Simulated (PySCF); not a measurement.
Compound: C3H3BrGeO.
SMILES with atom numbers: `[O:1]=[CH:2][C:3]#[C:4][GeH2:5][Br:6]` (hydrogens: H7 on C2; H8, H9 on Ge5)

Computed with PBE0-D3(BJ)/def2-SVP geometry optimisation, gas phase (PySCF).

(1) List the bond lengths and angles at this level.

## Answers

(1) 
| bond | length (bohr) |
| --- | --- |
| O1=C2 | 2.274 |
| C2–C3 | 2.741 |
| C3≡C4 | 2.305 |
| C4–Ge5 | 3.587 |
| Ge5–Br6 | 4.350 |
| C2–H7 | 2.111 |
| Ge5–H8, Ge5–H9 | 2.891 |

Bonds in one row agree within 0.02 bohr and their mean is given. A selection of angles:
| angle | degrees |
| --- | --- |
| O1–C2–C3 | 123.9 |
| O1–C2–H7 | 122.1 |
| C3–C2–H7 | 114.1 |
| C2–C3–C4 | 178.2 |
| C3–C4–Ge5 | 179.4 |
| C4–Ge5–Br6 | 107.3 |
| C4–Ge5–H8 | 109.5 |
| Br6–Ge5–H8 | 108.2 |
| H8–Ge5–H9 | 113.9 |

The C–C distances run from 1.220 Å (C3≡C4, drawn triple) to 1.450 Å (C2–C3, drawn single), a spread of 0.230 Å. The 6 heavy atoms lie in one plane (0.009 Å rms). Ge5 (germanium bonded to Br, C and 2 H) is distorted tetrahedral (angles from 107.3° to 113.9°).

Point group: Cs (tolerance 0.08 Å). PBE0-D3(BJ)/def2-SVP frequencies: not computed here.
